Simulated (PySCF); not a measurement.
Labels have come off several samples. The candidates:

A. SMILES [SiH2](OC)[SiH2][SiH3]
B. `CN=P1(C)CCCCC1`
C. `CC#C/P=C(\C)C(C)C`

Spectrum 1. ¹H NMR (500 MHz, computed): δ 3.04 (m, 1H), 2.70 (m, 3H), 2.32 (s, 3H), 1.17 (d, 6H). ¹³C{¹H} NMR (computed): δ 238.0 (C), 122.6 (C), 88.3 (C), 43.3 (CH), 25.3 (CH3), 23.6 (CH3), 6.8 (CH3).

Spectrum 2. ¹H NMR (500 MHz, computed): δ 3.10 (m, 3H), 2.21 (m, 2H), 1.95 (m, 2H), 1.79 (m, 1H), 1.76 (m, 2H), 1.15 (m, 3H), 1.08 (m, 2H), 0.98 (m, 1H). ¹³C{¹H} NMR (computed): δ 33.4 (CH2), 33.3 (CH3), 32.7 (CH2), 25.1 (CH2), 18.6 (CH3).

Spectrum 3. ¹H NMR (500 MHz, computed): δ 5.25 (t, 2H), 3.74 (s, 3H), 3.52 (m, 2H), 3.32 (t, 3H). ¹³C{¹H} NMR (computed): δ 56.4 (CH3).

PySCF calculation with coordinates at the GFN2-xTB level and GIAO PBE0/pcSseg-1 shieldings; fast rotation and ring inversion assumed for equivalent nuclei, one computed conformer, no relativistic terms, isolated molecule.

Scale: TMS for ¹H and ¹³C (reference shieldings calculated alike). Splittings of carbon signals by F and P are missing where no couplings were computed. Where no couplings were computed, multiplicities follow the n + 1 count of equivalent neighbours, and m marks all less simple cases (inequivalent or close neighbours, rings, F or P nearby). Shifts are as computed. Against solution values, carbons near 30 ppm lie about +3 ppm off and those near 130 ppm about +5 ppm. Of 1211 compounds with measured shifts, 218 miss one by over three times the rms of a fit or turn the order of signals round; such compounds aren't used in these exercises.

Which spectrum belongs to which compound?

Results:

1–C, 2–B, 3–A.

- Spectrum 1 (C): 7 ¹³C signals; δC 88.3 is an alkyne carbon; δC 43.3 is an sp3 CH.
- Spectrum 2 (B): 5 ¹³C signals; δC 33.3 is a methyl carbon bonded to N; δC 32.7 is an sp3 CH2 in a ring.
- Spectrum 3 (A): a single ¹³C signal, at 56.4 ppm (methyl carbon bonded to O); δH 3.74 is the hydrogen on a methyl carbon bonded to O; δH 5.25 is the hydrogen on a silicon bonded to O, Si.
